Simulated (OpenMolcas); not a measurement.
# Cl2+: Slater's ratio, worked from levels

```
Program             : OpenMolcas 26.06
Basis               : ANO-RCC [8s7p5d4f2g]
Scalar Hamiltonian  : DKH2, point nucleus
Active space        : 5 electrons in 9 orbitals (RAS2 3s 3p; RAS3 3d, at most 2 electrons)
State averaging     : 2S+1 = 4 odd, 1 root; 2S+1 = 2 odd, 11 roots; 2S+1 = 4 even, 3 roots; 2S+1 = 2 even, 9 roots
Spin-orbit coupling : state interaction with AMFI integrals over the reference wave functions, term energies averaged over their components
```

Methods: RASSCF; MS-RASPT2, IPEA 0.25 Eh, imaginary shift 0.1 Eh (closed shells correlated: 2s 2p). Measured levels: Moore, Atomic Energy Levels, vol. I, NSRDS-NBS 35 (1971 reprint of NBS Circular 467, 1949).

**Slater's ratio.** With one set of orbitals, p3 has 2D* - 4S* = 9 F2 and 2P* - 2D* = 6 F2 (F2 = F²/25), a ratio of 2/3. Term energies are centres of gravity, weighted by 2J + 1.

```csv
Source,2D* - 4S*,2P* - 4S*,F2 from the first,Ratio
RASSCF,22106,34303,2456,0.552
MS-RASPT2,18193,30152,2021,0.657
measured,18093,29875,2010,0.651
```

Energies in cm-1. A ratio away from 2/3 shows effects beyond one configuration with one set of orbitals, and in heavier atoms second-order spin-orbit shifts.

The run also gave levels led by 3s 3p3 3d, 3s2 3p2 3d, which use shells meant for correlation; these and all levels above them are left out. Computed and measured levels are paired by configuration, term and J; levels that our copy of the source lacks, or whose pairing is in doubt (as where it misses far off the trend of its configuration), stay unpaired and out of the deviations. Levels of configurations outside the active space are missing.

* marks odd parity.
